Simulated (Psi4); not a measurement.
Two rigid molecules brought together: H2 ··· H6B3N3 (SMILES [H][H] and B1NBNBN1). Monomers: optimised at B3LYP-D3(BJ) (def2-TZVP), held rigid. Orientation: a higher rigid-body minimum at GFN2-xTB. R is the distance of the centres of mass, along which the second monomer moves.

Geometry at R = 3.25 Å (first 2 atoms: monomer A):
```
14

H      0.3719     0.0000     0.0000
H     -0.3719     0.0000     0.0000
B      0.4871    -3.4366    -1.0310
N     -0.2196    -2.9879    -2.1874
B      0.2914    -1.9895    -3.0706
N      1.5687    -1.4355    -2.7549
B      2.3294    -1.8376    -1.6158
N      1.7588    -2.8404    -0.7751
H      0.0352    -4.2725    -0.3106
H     -1.1187    -3.3936    -2.3889
H     -0.3216    -1.6340    -4.0297
H      1.9502    -0.7297    -3.3631
H      3.3944    -1.3571    -1.3771
H      2.2763    -3.1405     0.0347
```

- HF/aug-cc-pVDZ, counterpoise-corrected (Psi4)
- SAPT0/jun-cc-pVDZ, frozen core (Psi4)

Interaction energies in kJ/mol:

```json
[
 {"R / Å": "2.62", "HF/aug-cc-pVDZ": "15.72"},
 {"R / Å": "2.85", "HF/aug-cc-pVDZ": "8.23"},
 {"R / Å": "3.06", "HF/aug-cc-pVDZ": "4.51"},
 {"R / Å": "3.25", "HF/aug-cc-pVDZ": "2.61"},
 {"R / Å": "3.46", "HF/aug-cc-pVDZ": "1.42"},
 {"R / Å": "3.63", "HF/aug-cc-pVDZ": "0.88"},
 {"R / Å": "3.93", "HF/aug-cc-pVDZ": "0.39"},
 {"R / Å": "4.27", "HF/aug-cc-pVDZ": "0.17"},
 {"R / Å": "4.77", "HF/aug-cc-pVDZ": "0.06"},
 {"R / Å": "5.43", "HF/aug-cc-pVDZ": "0.03"},
 {"R / Å": "6.43", "HF/aug-cc-pVDZ": "0.01"},
 {"R / Å": "7.72", "HF/aug-cc-pVDZ": "0.01"}
]
```

**Question.** Predict the corresponding SAPT0/jun-cc-pVDZ column.

**Answer.** 2.62: 7.09; 2.85: 2.48; 3.06: 0.51; 3.25: -0.30; 3.46: -0.64; 3.63: -0.69; 3.93: -0.60; 4.27: -0.42; 4.77: -0.23; 5.43: -0.10; 6.43: -0.03; 7.72: -0.01 (kJ/mol).
